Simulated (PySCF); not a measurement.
# Ionisation energy along the 10-electron series

Calculated with PySCF 2.14 and a two-component X2C-1e Hamiltonian (Gaussian nucleus, no Breit or QED terms), each ion in its own even-tempered basis scaled to its charge; GMP2 freezes nothing and drops the highest virtual spinors. Values in eV. NIST values: (m) measured, (s) semi-empirical, (t) theoretical.

```json
{"ion": "Pr⁴⁹⁺", "configuration": "[Ne]", "GHF (spin-free)": "9538.8", "GMP2 (spin-free)": "9540.4", "GHF (screened spin-orbit)": "9385.7", "GMP2 (screened spin-orbit)": "9387.3", "NIST": "9378 ± 4 (t)"}
{"ion": "Nd⁵⁰⁺", "configuration": "[Ne]", "GHF (spin-free)": "9915.4", "GMP2 (spin-free)": "9917.0", "GHF (screened spin-orbit)": "9751.0", "GMP2 (screened spin-orbit)": "9752.5", "NIST": "9742 ± 4 (t)"}
{"ion": "Pm⁵¹⁺", "configuration": "[Ne]", "GHF (spin-free)": "10299.8", "GMP2 (spin-free)": "10301.4", "GHF (screened spin-orbit)": "10123.3", "GMP2 (screened spin-orbit)": "10124.9", "NIST": "10115 ± 4 (t)"}
```

Between Z = 59 and Z = 61 the GMP2 (screened spin-orbit) value grows as Z to the power 2.27.
